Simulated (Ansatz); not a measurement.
CH10N2Si2, SMILES `C[Si](N)(N)[SiH3]`, charge 0, multiplicity 1.

Give a relaxed structure at PBE0-D4/def2-TZVP (the Gaussian-basis code of Ansatz). (Best estimate.)

Ansatz gave: 
```xyz
15

C    -0.722    1.277   -1.117
Si   -0.267    0.024    0.197
N    -0.287    0.893    1.683
N    -1.338   -1.301    0.410
Si    1.803   -0.959   -0.361
H     0.016    2.082   -1.178
H    -1.697    1.724   -0.900
H    -0.778    0.803   -2.100
H    -0.042    0.426    2.542
H    -0.015    1.862    1.704
H    -1.257   -2.135   -0.146
H    -2.282   -1.152    0.729
H     2.792    0.082   -0.765
H     1.693   -1.925   -1.495
H     2.382   -1.700    0.797
```
This is one stationary point; other conformers may exist.
